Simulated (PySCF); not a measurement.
An unknown is described by computed data only.

Elements present: C, F and H. Monoisotopic mass: 136.0688 u.

* UV, first state: lowest singlet excitation: 5.28 eV (235 nm, f = 0.029) [TDDFT wB97X-D/def2-SVPD]
* Valence photoelectron: vertical ionisation energy: 8.64 eV [ΔSCF wB97X-D/def2-SVPD]
* Polarisability: 102.4 au [wB97X-D/def2-SVPD]
* Rotational structure: rotational constants A, B, C: 2.484, 0.933, 0.716 GHz [PBE0-D3(BJ)/def2-SVP]
* 1H NMR: chemical shifts (computed TMS as zero) by class: 7.30 (1 H), 7.16 (1 H), 6.93 (1 H), 6.28 (1 H), 1.55 (1 H), 1.08 (2 H), 0.64 (2 H) ppm [GIAO PBE0/pcSseg-1]
* 13C NMR: chemical shifts (computed TMS as zero) by class: 171.3 (1 C), 153.7 (1 C), 134.9 (1 C), 128.6 (1 C), 117.4 (1 C), 111.7 (1 C), 17.4 (1 C), 14.6 (2 C) ppm [GIAO PBE0/pcSseg-1]
* Dipole: 1.92 D [wB97X-D/def2-SVPD]

Gas-phase values; electronic properties from PySCF, density fitting. Levels stand in brackets. Geometry: PBE0-D3(BJ)/def2-SVP, one conformer, isolated molecule. Each NMR value is the plain mean over a class of atoms that symmetry, rotation or inversion makes alike.

Question: Which formula fits the mass and the elements?

Answer: C9H9F (calculated 136.0688). No other formula that holds each of these elements comes within 0.0003 u with a fitting electron parity and a possible valence count.

Question: Propose a structure and show how it fits.

Answer: Numbering: `[F:1][c:2]1[cH:3][cH:4][cH:5][c:6]([CH:7]2[CH2:8][CH2:9]2)[cH:10]1`. Its formula, C9H9F, gives 5 degrees of unsaturation: 2 rings and 3 π bonds in the structure found (Kekulé form). 9 carbons fall into 8 classes; from least to most shielded: aromatic C–F carbon [C2] (171.3 ppm), substituted aromatic carbon [C6] (153.7 ppm), aromatic CH carbon [C4] (134.9 ppm), aromatic CH carbon [C5] (128.6 ppm), aromatic CH carbon [C3] (117.4 ppm), aromatic CH carbon [C10] (111.7 ppm), benzylic-type carbon [C7] (17.4 ppm), three-membered-ring carbon [C8/C9] (14.6 ppm, 2 C). Hydrogen classes from least to most shielded: 1 H on an aromatic CH carbon, C4 (7.30 ppm), 1 H on an aromatic CH carbon, C5 (7.16 ppm), 1 H on an aromatic CH carbon, C3 (6.93 ppm), 1 H on an aromatic CH carbon, C10 (6.28 ppm), 1 H on a benzylic-type carbon, C7 (1.55 ppm), 2 H on 2 three-membered-ring carbons, C8/C9 (1.08 ppm), 2 H on 2 three-membered-ring carbons, C8/C9 (0.64 ppm). The first electron is taken from the HOMO, whose largest Löwdin shares are 0.19 on an aromatic CH carbon, 0.17 on an aromatic CH carbon, 0.16 on the substituted aromatic carbon and 0.10 on the aromatic C–F carbon. By its constants the optimised geometry is an asymmetric top. Structure: `FC1=CC(C2CC2)=CC=C1`. Computed isomers that give other values at the same levels: `FCC1=C[C@@H]2[C@@H]3C=C[C@H]1[C@H]23` (rotational constant A: 2.883 GHz; this holds for the one conformer computed); `C=CCc1ccc(F)cc1` (rotational constant A: 3.906 GHz; this holds for the one conformer computed); `C=Cc1ccc(CF)cc1` (rotational constant A: 3.962 GHz; this holds for the one conformer computed). The assignments are read from this structure; whether some other isomer fits the data as well wasn't checked.

The values belong to the conformer `[F:1][c:2]1[cH:3][cH:4][cH:5][c:6]([CH:7]2[CH2:8][CH2:9]2)[cH:10]1`: C5–C6–C7–C8 147°.
